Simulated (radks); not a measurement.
Problem. All-electron atom: Eu25+ in [Ar] 3d10 4p6 4d2 5d2 (not the ground configuration). All-electron calculation, Dirac Kohn-Sham, exchange-only LDA, spin-unpolarised, spherical densities, finite nucleus; open shells are shared between the two j in proportion to 2j + 1; Fermi nuclear charge, rms radius 5.1115 fm. Program: a radial shooting solver on a logarithmic mesh with Libxc functionals. Some entries of the table are withheld. Estimate them.

| orbital | occ. | eigenvalue (eV) | <r> (bohr) | r(max) (bohr) |
|---|---|---|---|---|
| 1s1/2 | 2 | -49119.28 | 0.02234 | 0.01421 |
| 2s1/2 | 2 | -8769.742 | 0.09460 | 0.08076 |
| 2p1/2 | 2 | -8368.744 | 0.07904 | 0.06106 |
| 2p3/2 | 4 | -7720.741 | 0.08576 | 0.06679 |
| 3s1/2 | 2 | -2558.616 | 0.2474 | 0.2284 |
| 3p1/2 | 2 | -2386.276 | 0.2367 | (1) |
| 3p3/2 | 4 | -2251.514 | 0.2491 | (2) |
| 3d3/2 | 4 | -1954.812 | 0.2205 | 0.1802 |
| 3d5/2 | 6 | -1925.216 | 0.2243 | 0.1836 |
| 4p1/2 | 2 | -998.3902 | (3) | 0.5025 |
| 4p3/2 | 4 | -959.8517 | (4) | 0.5231 |
| 4d3/2 | 0.8 | -843.7733 | (5) | 0.5134 |
| 4d5/2 | 1.2 | -835.6831 | (6) | 0.5193 |
| 5d3/2 | 0.8 | -477.0386 | 0.9918 | (7) |
| 5d5/2 | 1.2 | -473.7581 | 0.9991 | (8) |

Solution. 
(1) 3p1/2 r(max) (bohr): 0.2153
(2) 3p3/2 r(max) (bohr): 0.2273
(3) 4p1/2 <r> (bohr): 0.5201
(4) 4p3/2 <r> (bohr): 0.5398
(5) 4d3/2 <r> (bohr): 0.5380
(6) 4d5/2 <r> (bohr): 0.5437
(7) 5d3/2 r(max) (bohr): 1.012
(8) 5d5/2 r(max) (bohr): 1.021
